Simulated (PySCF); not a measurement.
# Computed records: Al₂BClH₃, CH₄AlB₂, CHBClO, ClF₂Si

Computed with PySCF 2.14.0. Calculation on a computer-drawn molecule: optimised geometry and harmonic frequencies of an isolated molecule of the commonest isotopes, restricted reference for singlets and unrestricted otherwise, frozen core in MP2.

Common to all runs: multiplicity 1.

(1) Al₂BClH₃

Start structure:
```xyz
7
Al2BClH3
Al     0.0996    -2.7691    -0.6877
B      0.3524    -0.7092     0.0643
Al    -1.0061     0.6002     1.1795
Cl     1.9649    -0.1768    -0.3882
H     -0.0274    -4.2203    -1.2384
H     -1.9372     1.5158     0.3122
H     -0.9571     0.4635     2.7405
```

- charge: 1
- method: MP2
- basis: cc-pV(D+d)Z
- rotational constants: 3.294, 2.02, 1.278 GHz
- total energy: -969.8211 hartree
- convergence status largest gradient component: 1.15e-05 hartree/bohr

Drawn bonds:
```tsv
atom	other atom	order
1	2	1
2	3	1
2	4	1
1	5	1
3	6	1
3	7	1
```

Optimised structure:
```xyz
7
Al2BClH3
Al     0.0786    -2.7606    -0.6795
B      0.3304    -0.7113     0.0762
Al    -1.0099     0.6082     1.1844
Cl     1.9462    -0.2310    -0.3906
H      0.0255    -4.2107    -1.2656
H     -1.9412     1.5196     0.3098
H     -0.9405     0.4898     2.7476
```

Modes:
```tsv
frequency (cm⁻¹)	reduced mass (dalton)
32.95	3.403
46.25	1.041
108.4	6.779
183.6	1.889
294.3	10.77
332.3	1.121
358.9	1.507
508.5	1.892
564.3	1.383
655.3	4.031
759.5	1.103
900.1	11.02
2004	1.021
2032	1.065
2039	1.047
```

(2) CH₄AlB₂

Start structure:
```xyz
8
CH4AlB2
B     -0.1079    -1.9146    -0.5641
C      0.0014    -0.5745    -0.8751
B      1.1134     0.4491    -0.7557
Al     1.6540     2.4495    -1.1323
H      0.0191    -3.0403    -0.2709
H     -0.9065    -0.1257    -1.1664
H      0.2786     3.0044    -1.6269
H      2.9508     3.2886    -0.8777
```

* charge: 1
* method: HF
* basis: cc-pV(D+d)Z
* rotational constants: 32.25, 2.109, 1.979 GHz
* total energy: -331.1617 hartree
* convergence status largest gradient component: 1.733e-05 hartree/bohr

Drawn bonds:
```tsv
atom	other atom	order
1	2	2
2	3	1
3	4	1
1	5	1
2	6	1
4	7	1
4	8	1
```

Optimised structure:
```xyz
8
CH4AlB2
B      0.2507    -1.8034    -0.4841
C     -0.3163    -0.5873    -0.9321
B      0.4210     0.6456    -1.0144
Al     1.5489     2.5403    -1.1427
H      0.7358    -2.8030    -0.1105
H     -1.3688    -0.5842    -1.2312
H      0.6997     3.7349    -1.6702
H      3.0319     2.3936    -0.6838
```

Modes:
```tsv
frequency (cm⁻¹)	reduced mass (dalton)
104.1	1.217
109.4	2.924
231.6	2.873
290.3	2.067
399	4.867
501.6	1.478
532.1	1.628
612.3	1.231
776.4	1.063
799.4	1.391
819.1	1.356
1018	1.275
1248	6.349
1608	8.341
2074	1.019
2103	1.067
2980	1.126
3246	1.086
```

(3) CHBClO

Start structure:
```xyz
5
CHBClO
O      2.7202     0.6633     0.5259
C      2.6771     0.3273     1.6869
B      1.7010    -0.6897     2.4281
Cl     0.4543     0.4148     3.3370
H      3.4948     0.6948     2.3652
```

- charge: -1
- method: MP2
- basis: aug-cc-pV(D+d)Z
- rotational constants: 28.79, 2.729, 2.618 GHz
- total energy: -598.0543 hartree
- convergence status largest gradient component: 2.007e-05 hartree/bohr

Drawn bonds:
```tsv
atom	other atom	order
1	2	1
2	3	2
3	4	1
2	5	1
```

Optimised structure:
```xyz
5
CHBClO
O      2.7518     0.6477     0.4654
C      2.6675     0.3508     1.6852
B      1.6946    -0.5946     2.4568
Cl     0.4001     0.3476     3.3704
H      3.5335     0.6590     2.3653
```

Modes:
```tsv
frequency (cm⁻¹)	reduced mass (dalton)
121.9	13.59
214.5	2.468
388.5	7.216
551.7	8.018
875.7	2.363
922.1	3.311
1339	1.361
1536	9.54
2659	1.076
```

(4) ClF₂Si

Start structure:
```xyz
4
ClF2Si
F     -0.9112     1.7490    -1.2405
Si     0.0074     0.4792    -0.7036
F     -0.9135     0.1457     0.6325
Cl    -0.9526    -1.1043    -2.0603
```

- charge: -1
- method: MP2
- basis: aug-cc-pV(D+d)Z
- rotational constants: 6.501, 3.137, 2.457 GHz
- total energy: -948.2193 hartree
- convergence status largest gradient component: 4.384e-06 hartree/bohr

Drawn bonds:
```tsv
atom	other atom	order
1	2	1
2	3	1
2	4	1
```

Optimised structure:
```xyz
4
ClF2Si
F     -0.9165     1.7792    -1.2619
Si     0.0150     0.4682    -0.7130
F     -0.9189     0.1292     0.6657
Cl    -0.9494    -1.1070    -2.0626
```

Modes:
```tsv
frequency (cm⁻¹)	reduced mass (dalton)
186.4	21.72
213.4	23.98
311.3	21.74
376.9	26.73
680.6	22.13
695.7	22.05
```
